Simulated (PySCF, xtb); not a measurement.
Si(OSiH3)(H)(F)(NHSiH3) (FH₈NOSi₃), SMILES [SiH](F)(N[SiH3])O[SiH3].

GFN2-xTB (xtb) at its own geometry gives an orbital gap of 5.41 eV and a dipole moment of 1.69 D.

Geometry optimised at B3LYP-D3(BJ)/def2-SVP. One conformer was computed; it need not be the lowest.

Problem. What does M06-2X/def2-TZVP (PySCF) give? (The exact figures need the calculation; the answer reports its results.)

Solution. gap 9.91 eV (levels -9.28 and 0.63 eV), dipole 2.18 D.
